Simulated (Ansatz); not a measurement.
Geometry optimisation, RKS PBE-D4/def2-SVP (Ansatz 0.2.0).

The input (input.yaml):

```yaml
crystal:
  periodic: [false, false, false]
  atoms:
    - { symbol: Ga, position_ang: [0.304672, 0.0, -0.031688] }
    - { symbol: Cl, position_ang: [1.058979, 0.0, 2.044094] }
    - { symbol: H, position_ang: [1.797016, 0.0, -0.463294] }
    - { symbol: H, position_ang: [-1.203066, 0.0, -0.418911] }
basis:
  gaussian: { orbitals: def2-SVP }
hamiltonian:
  xc: pbe
  dispersion: d4
relax:
  f_tol: 0.03
  max_steps: 50
```

Run as:

```bash
$ ansatz run input.yaml --threads 1 --pin off --max-ram 2048MiB --backend cpu --events-out ev --progress --plain --runs-dir out
```

Where does it end, and by what steps?

It converged. After 4 steps the energy has fallen by 0.404 eV; H3 moved furthest, 0.36 Å.

| step | energy less start (eV) | largest force component (eV/Å) | accepted |
| --- | --- | --- | --- |
| 0 | 0.0000 | 1.118 | yes |
| 1 | -0.3041 | 0.648 | yes |
| 2 | -0.3977 | 0.344 | yes |
| 3 | -0.4009 | 0.275 | yes |
| 4 | -0.4041 | 0.014 | yes |

```xyz
4
Properties=species:S:1:pos:R:3
Ga 0.454 0.000 0.074
Cl 0.821 0.000 2.214
H 1.743 0.000 -0.820
H -1.060 0.000 -0.337
```

Time of the run: 3.4 s on 1 thread of AMD EPYC 9R45 96-Core Processor (Zen 5) (shared host), peak memory 0.13 GiB.
